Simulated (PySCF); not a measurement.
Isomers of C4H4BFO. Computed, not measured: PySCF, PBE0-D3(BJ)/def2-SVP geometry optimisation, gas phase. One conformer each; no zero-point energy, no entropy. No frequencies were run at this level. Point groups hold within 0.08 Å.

Question: Rank from lowest to highest electronic energy at this level (kcal/mol).
A. `[F:1][BH:2][c:3]1[cH:4][cH:5][o:6][cH:7]1` with F1–B2–C3–C4 180°
B. `Bc1ccc(F)o1`
C. `[F:1][BH:2][c:3]1[cH:4][cH:5][cH:6][o:7]1` with F1–B2–C3–C4 -179°

Answer: C (0.0), A (1.3), B (48.0).

As drawn, the lowest has a B–F bond, which the highest lacks. Neighbours under 2.5 kcal/mol apart (FBc1ccco1 and FBc1ccoc1) can change places with a better method, another conformer or zero-point energy.

| SMILES | E (Eh) | E rel (kcal/mol) | dipole (D) | point group | A, B, C (MHz) |
| --- | --- | --- | --- | --- | --- |
| FBc1ccco1 | -354.13691 | 0.0 | 2.58 | Cs | 7938, 1881, 1520 |
| FBc1ccoc1 | -354.13477 | 1.3 | 1.56 | Cs | 7943, 1794, 1464 |
| Bc1ccc(F)o1 | -354.06044 | 48.0 | 2.23 | Cs | 6699, 2246, 1682 |

How do the relative energies change in single points at B3LYP/pcSseg-1 (no added dispersion term) on the same geometries?

```csv
SMILES,PBE0-D3(BJ)/def2-SVP (kcal/mol),B3LYP/pcSseg-1 (kcal/mol),shift
FBc1ccco1,0.0,0.0,0.0
FBc1ccoc1,1.3,1.7,+0.4
Bc1ccc(F)o1,48.0,49.7,+1.7
```

Each column counts from its own lowest isomer. The order is unchanged; the largest shift is 1.7 kcal/mol.

As an exercise, what shares would exp(−E/RT) give at 2000 K from these electronic energies alone (no entropy, no degeneracies)?

RT = 3.974 kcal/mol: FBc1ccco1 58.4 %, FBc1ccoc1 41.6 %, Bc1ccc(F)o1 under 0.1 %.
